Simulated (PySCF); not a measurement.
Species: C5H7BO2.
SMILES with atom numbers: `[CH3:1][C:2]1=[CH:3][C:4]/1=[CH:5]/[B:6]([OH:7])[OH:8]` (hydrogens: H9, H10, H11 on C1; H12 on C3; H13 on C5; H14 on O7; H15 on O8)

Structure used (PBE0-D3(BJ)/def2-SVP), in Å, numbered top down from 1:
```xyz
15
C5H7BO2 angstrom
C      2.238   -0.627    0.112
C      1.405    0.522   -0.258
C      1.261    1.770   -0.700
C      0.080    1.040   -0.375
C     -1.249    0.850   -0.242
B     -1.778   -0.499    0.270
O     -3.115   -0.790    0.421
O     -0.896   -1.499    0.608
H      1.915   -1.506   -0.465
H      3.308   -0.441   -0.047
H      2.051   -0.879    1.167
H      1.727    2.688   -1.053
H     -1.909    1.683   -0.512
H     -3.675   -0.053    0.163
H     -1.380   -2.277    0.903
```

Linear response at B3LYP/def2-SVPD (PySCF, frozen core in the response, non-relativistic).

Static isotropic polarisability: 83.14 au (12.32 Å³), principal values 53.7, 84.7, 111.0 au.

Problem. What is the polarisability at 1064 nm and at the sodium D line?

Solution. 84.18 au at 1064 nm (+1.3 %), 86.77 au at 589.3 nm (+4.4 %). The rise at 589.3 nm is 3.48 times that at 1064 nm; a pure ω² law gives 3.26. The lowest singlet lies at 283 nm, shorter than both wavelengths.

Problem. What is the isotropic C6 coefficient between two such molecules, C6 = (3/π)∫α(iω)² dω?

Solution. 2628 au (Eh·bohr⁶) by a ten-point quadrature over imaginary frequencies, which is 1570 eV·Å⁶ or 151 J·nm⁶/mol.

Problem. Which effective excitation energy ω̄ makes London's formula C6 = (3/4)α²ω̄ exact here?

Solution. ω̄ = 4·C6/(3α²) = 0.507 Eh = 13.8 eV. A one-pole form α(ω) = α/(1 − ω²/ω̄²) fitted to the 1064 nm value gives 10.5 eV. London's choice of the ionisation energy (7.90 eV, ΔSCF at the same level) gives C6 = 1510 au, 43 % too low.

Problem. What n − 1 at the D line would an ideal gas of it have at 273.15 K and 1 atm (2.6868 × 10¹⁹ cm⁻³), by n − 1 = 2π·N·α′?

Solution. 21.71 × 10⁻⁴, a formal value whether or not that pressure can be reached.

Problem. What molar refraction at the D line follows from R = (4π/3)·N_A·α′, with α′ the polarisability volume?

Solution. α′ = 12.86 Å³ gives R = 32.43 cm³/mol, for isolated, non-vibrating species.

Problem. How anisotropic is the static polarisability, by Δα² = ½[(α1 − α2)² + (α2 − α3)² + (α3 − α1)²]?

Solution. Δα = 49.6 au, or 0.60 of the isotropic value.

Problem. The lowest 10 singlets have (eV, f): 4.38, 0.019; 5.02, 0.005; 5.66, 0.001; 5.90, 0.496; 6.02, 0.001; 6.09, 0.000; 6.37, 0.001; 6.54, 0.014; 7.00, 0.000; 7.02, 0.001. What share of the static polarisability do they carry in the sum over states α = Σ f/ω²?

Solution. 11.75 au, 14.1 % of α; the largest term, 10.56 au, is that of the state at 5.90 eV. Their oscillator strengths add up to 0.54. Higher states carry the rest.

Problem. What three-body coefficient follows from the one-pole estimate C9 = (3/4)·α·C6?

Solution. 164000 au. This is an estimate from the two numbers above, not a computed integral.

One conformer stands for the species.
